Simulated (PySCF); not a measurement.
Radial density of Ca (calcium, neutral)

PW91, [Ar] 4s1 4p1, high-spin 3P determinant (an excited configuration). Computed with PySCF 2.14 in x2c-QZVPPall with one added diffuse shell each of s, p, d, f type (12s8p5d4f, 89 functions), with the spin-free X2C one-electron Hamiltonian (Gaussian nucleus).

| r (bohr) | 4πr²ρ (e/bohr) | 4πr²(ρα − ρβ) |
| --- | --- | --- |
| 0.00130 | 0.1351 | 0.0001 |
| 0.00218 | 0.3527 | 0.0001 |
| 0.00367 | 0.9016 | 0.0004 |
| 0.00617 | 2.220 | 0.0009 |
| 0.0104 | 5.131 | 0.0020 |
| 0.0175 | 10.64 | 0.0041 |
| 0.0294 | 18.37 | 0.0066 |
| 0.0494 | 23.49 | 0.0069 |
| 0.0831 | 20.12 | 0.0040 |
| 0.140 | 17.57 | 0.0123 |
| 0.235 | 24.41 | 0.0298 |
| 0.395 | 16.04 | 0.0019 |
| 0.665 | 5.974 | 0.0577 |
| 1.12 | 7.514 | 0.0506 |
| 1.88 | 2.177 | 0.0823 |
| 3.16 | 0.5751 | 0.5011 |
| 5.32 | 0.3245 | 0.3242 |
| 8.95 | 0.03049 | 0.0305 |
| 15.1 | 0.0003370 | 0.0003 |

Densities and radii are taken from the X2C orbitals without a picture-change correction, which distorts them close to the nucleus.
